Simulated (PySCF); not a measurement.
Mn⁸⁺: ionisation energy

Mn⁸⁺ [Ne] 3s2 3p5 [3p1/2^2 3p3/2^3, M_J = 3/2] → Mn⁹⁺ [Ne] 3s2 3p4 [3p1/2^2 3p3/2^2, M_J = 2], as a difference of total energies. Calculation: PySCF 2.14, in an uncontracted even-tempered set (20 s from 0.43 bohr⁻², ratio 2.4; 14 p from 0.56 bohr⁻², ratio 2.4; 5 d from 4 bohr⁻², ratio 2.6; 4 f from 6 bohr⁻², ratio 2.6); the two-component X2C-1e Hamiltonian. Correlated levels: 1s2 frozen; the 52 highest virtual spinors dropped. "Screened" scales the spin-orbit matrix elements by Boettger's factors to mimic the two-electron term; Breit and QED terms are absent.

| method | ionisation energy (eV) |
| --- | --- |
| GHF (spin-free) | 220.19 |
| GMP2 (spin-free) | 221.03 |
| GHF (screened spin-orbit) | 220.01 |
| GMP2 (screened spin-orbit) | 220.86 |

How much does correlation contribute at GMP2 (screened spin-orbit)?

220.86 − (220.01) = 0.85 eV, measured against GHF (screened spin-orbit).

The labels give the starting determinants; with spin-orbit coupling the two ends relaxed to ⟨J²⟩ = 3.75, ⟨L²⟩ = 2.00, ⟨S²⟩ = 0.75 and ⟨J²⟩ = 6.01, ⟨L²⟩ = 2.14, ⟨S²⟩ = 1.93.

For comparison: 221.89 ± 0.17 eV (semi-empirical (NIST evaluation); NIST Atomic Spectra Database, ionization energies).
